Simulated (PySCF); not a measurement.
CH₈Cl₂Si₃, SMILES [SiH3]C[Si](Cl)(Cl)[SiH3]. Geometry: B3LYP-D3(BJ)/def2-SVP. This is a generated structure with no PubChem entry under its InChIKey; it may be hypothetical. One conformer was computed; it need not be the lowest.

Computed equilibrium geometry at B3LYP-D3(BJ)/def2-SVP (PySCF confirms it by a frequency run) as Cartesian coordinates in Å (one conformer of several):
```xyz
14

Si     2.0522     0.4838    -1.8594
C      1.2002    -0.8336    -0.7961
Si    -0.2094    -0.2334     0.2704
Si    -2.1033     0.5227    -0.8788
Cl    -0.8145    -1.7802     1.5341
Cl     0.4842     1.3435     1.4499
H      1.0252     1.2625    -2.6113
H      2.9642    -0.1744    -2.8388
H      2.8367     1.4134    -1.0032
H      0.8016    -1.6275    -1.4524
H      1.9522    -1.3064    -0.1408
H     -1.7647     1.7269    -1.6895
H     -3.1575     0.8653     0.1161
H     -2.5979    -0.5575    -1.7823
```
